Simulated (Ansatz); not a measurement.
Two members of one family (Same ligands, another metal), computed with Ansatz in the gas phase; def2 core potentials for Au, no spin–orbit coupling. The two geometries come from different levels. Binding counts from free atoms in the multiplicity of their measured ground term, without zero-point energy. Names give formal oxidation states. A dash marks a value that wasn't run or was left out as unsound. The structures are stationary points that may keep the symmetry of their start. Remarks come from the PBE and PBE0 runs and from stability tests at other levels; not every state was tested. HOMO above LUMO (over both spins in singlets and doublets, within one spin in higher multiplets; at PBE or PBE0), or a gap under 0.15 eV within one spin, warns that the state may not be the lowest or that an electron is smeared out.

First: Au(NH3)Cl (singlet, charge 0, PBE0-D4/def2-TZVP geometry).

```csv
atom,x (Å),y (Å),z (Å)
Au1,-0.5435,0.5961,-0.8873
N2,0.4019,-0.4397,0.6557
H3,-0.0159,-0.2150,1.5522
H4,1.3871,-0.2035,0.6998
H5,0.3261,-1.4426,0.5188
Cl6,-1.5557,1.7047,-2.5391
```

```
              level  HOMO (eV)  LUMO (eV)  gap (eV)  vertical IE (eV)  vertical triplet (eV)  binding per atom (eV)
    PBE-D4/def2-SVP      -5.40      -1.35      4.04                 –                      –                   3.00
   PBE-D4/def2-TZVP      -5.60      -1.74      3.85              9.05                   4.51                   3.01
r2SCAN-D4/def2-TZVP      -5.84      -1.24      4.60              9.12                   4.71                   2.96
   PBE0-D4/def2-SVP      -6.71      -0.48      6.23                 –                      –                   2.91
 HSE06-D4/def2-TZVP      -6.49      -1.28      5.21                 –                      –                   2.93
```

Metal–donor distances: 1 × N 2.08 Å, 1 × Cl 2.23 Å. Remarks: gap within one spin near zero at PBE or PBE0 (+1 doublet), gap within one spin near zero at PBE or PBE0 (triplet).

Second: Cu(NH3)Cl (singlet, charge 0, B3LYP-D4/def2-TZVP geometry).

```xyz
6

Cu    0.304   -0.890   -0.642
N    -0.218    0.639    0.460
H     0.590    1.192    0.732
H    -0.683    0.339    1.311
H    -0.856    1.253   -0.038
Cl    0.862   -2.532   -1.823
```

Question: Estimate the same table for the second.

Answer: 
```csv
level,HOMO (eV),LUMO (eV),gap (eV),vertical IE (eV),vertical triplet (eV),binding per atom (eV)
PBE-D4/def2-SVP,-4.35,-1.26,3.09,–,–,3.16
PBE-D4/def2-TZVP,-5.03,-1.65,3.38,8.71,4.21,3.10
r2SCAN-D4/def2-TZVP,-5.22,-1.06,4.15,8.73,4.25,3.06
PBE0-D4/def2-SVP,-5.97,-0.47,5.50,–,–,3.06
HSE06-D4/def2-TZVP,-6.13,-1.19,4.93,–,–,3.02
```

Metal–donor distances: 1 × N 1.96 Å, 1 × Cl 2.10 Å. Remarks: gap within one spin near zero at PBE or PBE0 (+1 doublet), gap within one spin near zero at PBE or PBE0 (triplet).
